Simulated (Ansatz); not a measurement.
Calculated with Ansatz (gas phase, PBE0-D4/def2-TZVP geometries, no zero-point term in ΔE). CCSD(T)/CBS adds triple-zeta CCSD(T) − MP2 to the extrapolated MP2 energy (def2 sets, frozen cores). This one scheme is used for every species. Each species was taken in one conformer, which may not be the lowest.

`F[SiH](F)C[SiH3]` + HCl → `F[SiH](Cl)C[SiH3]` + H–F  (ligand exchange at the Si–F bond)

```tsv
species	CCSD(T)/CBS(def2) energy (Eh)
`F[SiH](F)C[SiH3]`	-819.55711
HCl	-460.38127
`F[SiH](Cl)C[SiH3]`	-1179.52518
H–F	-100.39570
```

Q: Work out ΔE.

A: ΔE = (-1179.52518) + (-100.39570) − (-819.55711) − (-460.38127) = 0.01750 Eh = +45.9 kJ/mol.

Largest T1 diagnostic among the species: 0.011.

The D4 term adds −5.5 kJ/mol with B3LYP and −3.0 kJ/mol with PBE0; it sums over pairs of atoms, weighted by their polarisabilities, and B3LYP, whose exchange is more repulsive, gets the larger term. In def2-TZVPP, CCSD(T) changes the Hartree–Fock value by −11.9 kJ/mol (the triples alone add −2.7 kJ/mol) and MP2 by −17.6 kJ/mol.

B3LYP here is the variant with VWN-RPA as its local correlation; programs differ in this.
